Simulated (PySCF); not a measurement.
C₄H₅ClSi, SMILES ClC1=C[SiH2]C=C1. Coordinates come from a PBE-D3(BJ)/def2-SVP optimisation.

Task: Give the equilibrium geometry at PBE-D3(BJ)/def2-SVP (PySCF confirms it by a frequency run) as a Z-matrix, and its point group. (The exact figures need the calculation; the answer reports its results.)

Result: point group Cs.
```
C
C 1 1.3599
H 2 1.0974 1 122.81
C 1 1.4882 2 118.62 3 -180.00
C 4 1.3586 1 115.94 2 0.00
H 5 1.0994 4 122.41 1 180.00
H 4 1.1025 5 125.22 6 0.00
Cl 1 1.7452 2 124.38 3 0.00
Si 2 1.8787 3 131.68 1 -180.00
H 9 1.5054 2 113.84 3 -62.45
H 9 1.5054 10 108.38 2 -127.77
```
